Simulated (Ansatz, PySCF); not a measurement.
Dimer: NH3 (SMILES N) (first 4 atoms) with H2Se (SMILES [SeH2]); geometry from B3LYP-D3(BJ)/def2-TZVP, rigid monomers moved along the line of their centres of mass till N1···H7 is 3.01 Å.
(charge 0, multiplicity 1):
```xyz
7

N     -0.06812    -0.19824     0.01565
H     -0.97935    -0.30566    -0.41507
H      0.38346     0.60052    -0.41481
H      0.47876    -1.02167    -0.20822
Se    -0.45009     0.30749     4.46721
H      0.87768     0.92719     4.58839
H     -0.29960     0.15485     2.99579
```

Interaction energies are E(AB) − E(A) − E(B) at the monomers' geometry in the complex; basis-set methods are counterpoise corrected.

Cores are frozen in the correlated methods. Filled d and f shells under p-block atoms count as core. CBS(a, b) extrapolates the correlation energy as X⁻³ and adds the Hartree–Fock energy of set b.

Programs: Ansatz (Gaussian orbitals); PySCF for the dispersion terms. Values without a source in brackets are computed.

PBE/def2-TZVPPD gives -82.1 meV for the interaction energy.

Where do these levels fall relative to PBE: PBE-D3(BJ)/def2-TZVPPD, r2SCAN/def2-TZVPPD, B3LYP/def2-TZVPPD, wB97M-V/def2-TZVPPD, MP2/CBS(aug-cc-pVDZ, aug-cc-pVTZ), CCSD(T)/CBS(aug-cc-pVDZ, aug-cc-pVTZ).

PBE-D3(BJ)/def2-TZVPPD -13.8; r2SCAN/def2-TZVPPD 7.1; B3LYP/def2-TZVPPD 21.0; wB97M-V/def2-TZVPPD 1.2; MP2/CBS(aug-cc-pVDZ, aug-cc-pVTZ) -2.9; CCSD(T)/CBS(aug-cc-pVDZ, aug-cc-pVTZ) -0.9 meV. 3 of 6 lie above PBE; the widest gap is to B3LYP/def2-TZVPPD.

Ansatz is a quantum-chemistry and plane-wave program.
